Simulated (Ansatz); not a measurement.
Cost and result for the atomization energy of BrHSSi (`S[Si]Br`) (4 atoms, 3 bonds).

The species carries charge 0 and has multiplicity 1. Correlated methods include outer-core shells of Br, which these sets cover unevenly. Scalar relativity is left out up to krypton. The geometry is a stationary point of PBE0-D4/def2-TZVP. It is one conformer, not always the lowest. Program: Ansatz. All runs use 2 threads of a server CPU on a shared host. Times are those of one run each, without the atoms' runs, and a repeat can differ threefold. Electronic energies, without spin–orbit coupling; frozen cores. CCSD(T)/CBS adds CCSD(T) − MP2 in def2-TZVPP to the MP2 limit, and its time is that of the two runs behind it. T1 = 0.012; the RHF reference is unstable towards UHF. With those shells the extrapolation isn't a true limit. B3LYP takes the VWN-RPA correlation (the form of Gaussian; ORCA's B3LYP/G). HSE06 is the plane-wave form, built on full-range PBE exchange.

CCSD(T)/CBS is a level of theory with its own doubt, some kJ/mol a heavy atom from the limit and from the frozen cores, so smaller differences don't rank the functionals.

```json
{"level": "BLYP-D4/def2-TZVPP", "functions": "146", "wall time": "1.1 s"}
{"level": "revPBE-D4/def2-TZVPP", "functions": "146", "wall time": "1.4 s"}
{"level": "BHLYP-D4/def2-TZVPP", "functions": "146", "wall time": "2.2 s"}
{"level": "CCSD(T)/def2-SVP", "functions": "73", "wall time": "2.2 s"}
{"level": "HSE06-D4/def2-TZVPP", "functions": "146", "wall time": "2.5 s"}
{"level": "B3LYP-D4/def2-TZVPP (with forces)", "functions": "146", "wall time": "3 s"}
{"level": "PBE0-D4/def2-TZVPP", "functions": "146", "wall time": "3 s"}
{"level": "r2SCANh-D4/def2-TZVPP", "functions": "146", "wall time": "3.8 s"}
{"level": "ωB97X-V/def2-TZVPP", "functions": "146", "wall time": "4.7 s"}
{"level": "PBE-QIDH/def2-TZVPP", "functions": "146", "wall time": "5.5 s"}
{"level": "CCSD(T)/def2-TZVPP", "functions": "146", "wall time": "10 s"}
{"level": "MP2/def2-QZVPP", "functions": "259", "wall time": "14 s"}
{"level": "CCSD(T)/CBS(def2)", "functions": "–", "wall time": "24 s"}
```

(1) What atomization energy does each give, and how far from CCSD(T)/CBS? (Estimate.)

## Answers

(1) The calculation gave: 
```
                            level  atomization (kcal/mol)  difference from CCSD(T)/CBS  per bond
               BLYP-D4/def2-TZVPP                   264.0                         -2.7      -0.9
             revPBE-D4/def2-TZVPP                   265.5                         -1.2      -0.4
              BHLYP-D4/def2-TZVPP                   253.1                        -13.6      -4.5
                 CCSD(T)/def2-SVP                   235.4                        -31.3     -10.4
              HSE06-D4/def2-TZVPP                   265.8                         -0.9      -0.3
B3LYP-D4/def2-TZVPP (with forces)                   262.6                         -4.1      -1.4
               PBE0-D4/def2-TZVPP                   265.4                         -1.3      -0.4
            r2SCANh-D4/def2-TZVPP                   264.8                         -1.9      -0.6
               ωB97X-V/def2-TZVPP                   265.9                         -0.8      -0.3
              PBE-QIDH/def2-TZVPP                   261.7                         -5.0      -1.7
               CCSD(T)/def2-TZVPP                   253.8                        -12.9      -4.3
                   MP2/def2-QZVPP                   267.8                          1.1       0.4
                CCSD(T)/CBS(def2)                   266.7                          0.0       0.0
```

From PBE to PBE0 (25 % exact exchange), in def2-TZVPP and without D4, the atomization energy moves by −6.8 kcal/mol: exact exchange takes away binding that semilocal exchange gives to molecules. In def2-TZVPP, CCSD(T) changes the Hartree–Fock value by +76.4 kcal/mol (the triples alone add +7.5 kcal/mol) and MP2 by +82.9 kcal/mol; breaking electron pairs costs correlation energy, which Hartree–Fock lacks. The D4 term adds +5.1 kcal/mol with B3LYP and +2.6 kcal/mol with PBE0; it sums over pairs of atoms, weighted by their polarisabilities, and B3LYP, whose exchange is more repulsive, gets the larger term.
